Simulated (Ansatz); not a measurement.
Reaction (atomization): `BB([SiH3])S` → 2 B• + 6 H• + S• + Si•

Gas-phase electronic energies from Ansatz, PBE0-D4/def2-TZVP geometries. CCSD(T)/CBS adds triple-zeta CCSD(T) − MP2 to the extrapolated MP2 energy (def2 sets, frozen cores). This one scheme is used for every species, atoms too. DFT in def2-TZVPP. No spin–orbit coupling; open shells (•) take unrestricted orbitals. Spin–orbit coupling would lower the free atoms: a little for B, S, Si. Each species was taken in one conformer, which may not be the lowest.

```json
{"level": "LDA (SPW92)", "ΔE (eV)": "36.69"}
{"level": "BLYP-D4", "ΔE (eV)": "32.60"}
{"level": "HF/def2-QZVPP", "ΔE (eV)": "25.36"}
{"level": "SCS-MP2/def2-QZVPP", "ΔE (eV)": "32.53"}
```

Task: What does CCSD(T)/CBS give? (Best estimate.)

Result: The calculation gave: +32.56 eV. The listed levels differ from it by 4.13, 0.04, -7.20, -0.03 eV.

Task: What do rigid-rotor, harmonic-oscillator terms from PBE0-D4/def2-TZVP frequencies (298.15 K, 1 bar) make of the CCSD(T)/CBS value? (Best estimate.)

Result: Computed: ΔZPE = -1.60 eV, ΔH = +31.38 eV, ΔS = 984 J/(mol·K), ΔG = +28.34 eV. Open shells count their whole term as degenerate. Modes under 50 cm⁻¹ make the entropy rough.

Largest T1 diagnostic among the species: 0.016.

In def2-TZVPP, CCSD(T) changes the Hartree–Fock value by +6.49 eV (the triples alone add +0.37 eV) and MP2 by +6.62 eV; breaking electron pairs costs correlation energy, which Hartree–Fock lacks. Leaving LDA and LC-ωPBE aside and taking each functional with its dispersion term where it has one, the values, not all of them listed here, spread over 0.90 eV, from B2PLYP to B97M-V. LDA lies +3.88 eV from PBE without D4, its usual overbinding. From r2SCAN to r2SCAN0 (25 % exact exchange), in def2-TZVPP and without D4, ΔE moves by −0.32 eV: exact exchange takes away binding that semilocal exchange gives to molecules.

For atomizations the MP2-based limit and the directly extrapolated one differ by several kJ/mol either way, and by 10 to 25 for some Ge, Se and Sn compounds, so smaller differences from it don't rank the levels.
